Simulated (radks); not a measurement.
Initial-state core-level shifts of neutral neodymium when its valence configuration changes from [Xe] 4f4 6s2. All-electron calculation, Dirac Kohn-Sham, PBE, spin-unpolarised, spherical densities, finite nucleus; open shells are shared between the two j in proportion to 2j + 1; Fermi nuclear charge, rms radius 4.9123 fm. Program: a radial shooting solver on a logarithmic mesh with Libxc functionals. Shifts are changes of the shell-averaged eigenvalues in eV (positive: less bound); the change of the density at the nucleus, which sets a Mossbauer isomer shift, is in e/bohr^3, on a base of 4.536e+05.

| valence | 3d | 4s | 4p | 5p | density at nucleus |
|---|---|---|---|---|---|
| 4f6 | +2.640 | +2.522 | +2.437 | -0.076 | -48.79 |
| 4f2 6s2 6p2 | -23.260 | -22.078 | -21.674 | -11.346 | +85.23 |
| 4f3 5d1 6s2 | -7.290 | -6.920 | -6.754 | -2.588 | +26.88 |
| 4f4 5d1 6s1 | +0.989 | +1.003 | +1.014 | +1.092 | -19.77 |
| 4f3 5d3 | -4.629 | -4.262 | -4.087 | -0.073 | -16.53 |
| 4f4 6s1 6p1 | -1.149 | -1.157 | -1.160 | -1.209 | -16.29 |
